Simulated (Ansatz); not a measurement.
Energy profile

The step: BSiH₅O₂ ([OH][B]([OH])[SiH3]) + HCl → BH₂ClO₂ ([OH][B]([OH])[Cl]) + SiH₄; bonds formed: B1–Cl6, Si2–H5; bonds broken: B1–Si2, H5–Cl6 (atoms numbered as in the saddle structure below).

| atom | x (Å) | y (Å) | z (Å) |
| --- | --- | --- | --- |
| B1 | -0.6851 | 0.3047 | -0.0796 |
| Si2 | 1.2458 | -0.7896 | -0.2615 |
| O3 | -0.8945 | 0.8399 | -1.3043 |
| O4 | -1.6446 | -0.3453 | 0.6343 |
| H5 | 0.5289 | 0.6564 | 0.5383 |
| Cl6 | 0.0939 | 1.9658 | 1.4579 |
| H7 | 2.3234 | -0.0554 | -0.9597 |
| H8 | 1.7145 | -1.3918 | 1.0085 |
| H9 | 0.6154 | -1.8092 | -1.1343 |
| H10 | -1.8261 | 1.0104 | -1.4777 |
| H11 | -1.4714 | -0.3859 | 1.5781 |

Electronic energies by CCSD(T) at an estimated basis limit (MP2 extrapolated from triple and quadruple zeta, plus CCSD(T) − MP2 in triple zeta), on PBE0-D4/def2-TZVP structures; BSiH6ClO2, singlet; no counterpoise correction. Computed with Ansatz 0.2.0 (basis: def2-TZVPP and def2-QZVPP); correlated methods freeze the cores. Extrapolation: Hartree–Fock as exp(−7.88 √X), correlation as X^−2.97.

Give the profile in kJ/mol, counted from the separated reactants. (An estimate is asked for; the value comes from the calculation.)

By the calculation:
```json
{"point": "separated: BSiH5O2 (linked as [OH][B]([OH])[SiH3]; B1, Si2, O3, O4, H7, H8, H9, H10, H11; singlet) + HCl (H5, Cl6; singlet)", "kJ/mol": "0.0"}
{"point": "start structure", "kJ/mol": "-20.7"}
{"point": "saddle", "kJ/mol": "123.8"}
{"point": "end structure", "kJ/mol": "-113.2"}
{"point": "separated: BH2ClO2 (linked as [OH][B]([OH])[Cl]; B1, O3, O4, Cl6, H10, H11; singlet) + SiH4 (Si2, H5, H7, H8, H9; singlet)", "kJ/mol": "-104.1"}
```

T1 diagnostic: at most 0.014.

For scale, one of the runs: CCSD(T)/def2-TZVPP, 261 basis functions, launched by `ansatz run in.yaml --threads 8 --pin off --events-out ev --progress --plain --max-ram 19148MiB`. The run took 73 s on 8 CPU threads of an Intel Xeon Platinum 8488C (shared host), with 6.2 GiB of host memory at its peak.
